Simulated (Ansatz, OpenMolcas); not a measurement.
# CH7BSi2 (SMILES CB1[SiH2][SiH2]1): the energy, rung by rung

The species is CH7BSi2 (11 atoms), meant as a singlet with charge 0. As SMILES, `CB1[SiH2][SiH2]1`. The shape is that of a PBE0-D4/def2-TZVP optimisation.

```xyz
11

C    -0.2639    1.7935    0.0995
B    -0.4506    0.2430   -0.0166
Si    0.0188   -1.1486    1.1994
Si    0.2103   -0.9829   -1.3188
H     0.1656    2.1218    1.0488
H    -1.2713    2.2291    0.0511
H     0.3010    2.2380   -0.7230
H    -0.4792   -2.5413    1.1070
H     0.8769   -0.9754    2.4039
H     1.2390   -0.6628   -2.3466
H    -0.2812   -2.3712   -1.4842
```

Each level gives the energy change with the Si3–H9 bond stretched from 1.489 to 2.680 Å (eV). The values are calculated.

```
                                           level                    kind     program  value (eV)  CPU time (all runs)
   PBE/6-31G* (spherical functions) (restricted)                     GGA      Ansatz        2.78                 15 s
revPBE/6-31G* (spherical functions) (restricted)                     GGA  OpenMolcas        2.75              1.8 min
r2SCAN/6-31G* (spherical functions) (restricted)                meta-GGA      Ansatz        2.97                 30 s
 BHLYP/6-31G* (spherical functions) (restricted)           global hybrid  OpenMolcas        3.41                100 s
  PBE0/6-31G* (spherical functions) (restricted)           global hybrid  OpenMolcas        3.13                 97 s
 HSE06/6-31G* (spherical functions) (restricted)  range-separated hybrid      Ansatz        3.11                 20 s
   MP2/6-31G* (spherical functions) (restricted)     perturbation theory      Ansatz        3.22                6.2 s
  CCSD/6-31G* (spherical functions) (restricted)   coupled cluster or CI      Ansatz        2.82                 19 s
```

The first shape isn't each level's own minimum. The values span 2.75 to 3.41 eV. CPU times are rough (shared hosts, several kinds of processor and program).
